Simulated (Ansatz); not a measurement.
P₃Se. Total charge 0; doublet. Geometry PBE-D4/def2-SVP, basis def2-TZVP, Ansatz.

```xyz
4

P    -0.907    0.242   -1.178
P     0.963   -0.401    1.087
P     1.220    0.006   -1.006
Se   -1.276    0.153    1.097
```

| run | HOMO (eV) | LUMO (eV) |
| --- | --- | --- |
| A | -6.86 | -4.01 |
| B | -8.91 | -2.07 |
| C | -6.15 | -4.67 |
| D | -5.93 | -4.89 |

Another isomer (doublet) lies 0.44 eV lower at PBE0-D4/def2-TZVP; other spin states weren't run for this one.

HOMO and LUMO are taken over both spins.

The runs used PBE, PBE0, r2SCAN, ωB97X-V. Estimate which is which.

A PBE0 (25 % exact exchange); B ωB97X-V (range-separated); C r2SCAN (0 % exact exchange); D PBE (0 % exact exchange). Exact exchange lowers occupied and raises empty levels; among semilocal functionals meta-GGAs tend to open the gap a little, and such runs are hard to tell apart. The gap grows from 1.03 eV (PBE) to 6.84 eV (ωB97X-V).
